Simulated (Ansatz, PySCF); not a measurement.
Species: SbBr₂, net charge 1, singlet state. 
Coordinates optimised at B3LYP-D3(BJ)/def2-TZVP (Ansatz, an electronic-structure program):
```xyz
3

Sb     0.0279     0.0135     0.8867
Br     0.8513    -1.6824    -0.6481
Br    -0.8920     1.6628    -0.6440
```
Charge +1, spin multiplicity 1.

Total electronic energies in hartree. Valence correlation only, unless marked. Spin-orbit coupling is left out. The frozen core is the preceding noble-gas configuration, with the filled d and f shells of earlier blocks. Past Kr the def2 sets carry scalar-relativistic core potentials. CBS(X,Y): correlation extrapolated as X^-3; Hartree-Fock from the larger set. [CCSD(T)-MP2]/basis is that difference in the basis named.

```tsv
level	program	energy (Eh)
revPBE-D3(BJ)/def2-TZVPD	Ansatz + dftd3	-5387.97152
revPBE/def2-TZVPD	Ansatz	-5387.96315
M06-L-D4/def2-TZVPD	PySCF + dftd4	-5388.33810
r2SCANh-D4/def2-TZVPD	Ansatz + dftd4	-5388.39728
r2SCANh/def2-TZVPD	Ansatz	-5388.39633
r2SCAN0-D4/def2-TZVPD	Ansatz + dftd4	-5388.37301
PW6B95-D4/def2-TZVPD	PySCF + dftd4	___
wB97M-V/def2-TZVPD	Ansatz	-5388.01918
RPA@PBE/def2-QZVPP	Ansatz	-5384.71014
RI-MP2/def2-QZVPP	Ansatz	-5384.44752
RI-MP2/CBS(def2-TZVPPD,def2-QZVPPD)	Ansatz	-5384.4794
SCS-MP2/def2-TZVPPD	Ansatz	-5384.29814
CCSD(T)/def2-SVPD	Ansatz	-5383.61718
RI-MP2/CBS(def2-TZVPP,def2-QZVPP)+[CCSD(T)-MP2]/def2-TZVPP	Ansatz	-5384.5348
RI-MP2/CBS(def2-TZVPPD,def2-QZVPPD)+[CCSD(T)-MP2]/def2-TZVPPD	Ansatz	-5384.5350
```

Task: Some entries are withheld; supply them.

Result: 
- PW6B95-D4/def2-TZVPD, energy (Eh): -5390.75964
